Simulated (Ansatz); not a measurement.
Mulliken charges of Cl3H3OSi2 (`Cl[SiH2]O[SiH](Cl)Cl`) from PBE/def2-TZVPP in Ansatz (PBE0-D4/def2-TZVP geometry).

```json
{"atom": "Cl1", "x (Å)": "-0.337", "y (Å)": "-2.748", "z (Å)": "-0.641", "charge (e)": "-0.208"}
{"atom": "Si2", "x (Å)": "0.883", "y (Å)": "-1.309", "z (Å)": "0.143", "charge (e)": "0.460"}
{"atom": "O3", "x (Å)": "-0.011", "y (Å)": "-0.013", "z (Å)": "0.581", "charge (e)": "-0.278"}
{"atom": "Si4", "x (Å)": "-0.824", "y (Å)": "1.293", "z (Å)": "0.089", "charge (e)": "0.537"}
{"atom": "Cl5", "x (Å)": "-1.265", "y (Å)": "1.131", "z (Å)": "-1.893", "charge (e)": "-0.186"}
{"atom": "Cl6", "x (Å)": "0.330", "y (Å)": "2.944", "z (Å)": "0.375", "charge (e)": "-0.187"}
{"atom": "H7", "x (Å)": "1.515", "y (Å)": "-1.847", "z (Å)": "1.362", "charge (e)": "-0.046"}
{"atom": "H8", "x (Å)": "1.863", "y (Å)": "-0.927", "z (Å)": "-0.893", "charge (e)": "-0.047"}
{"atom": "H9", "x (Å)": "-2.065", "y (Å)": "1.431", "z (Å)": "0.861", "charge (e)": "-0.045"}
```

Q: By hand: the dipole of these point charges (1 e Å = 4.8032 D).

A: Σ q r = (0.146, -0.029, 0.308) e Å, of length 0.342 e Å = 1.64 D.

Q: How does the dipole of the full density compare? (Best estimate.)

A: Computed: (0.087, -0.018, 0.153) e Å, 0.85 D; the point charges give 1.93 times that, at 4° from its direction.

Point charges leave out the atoms' own dipoles, such as those of lone pairs, and Mulliken's split depends on the basis, so the two needn't agree.
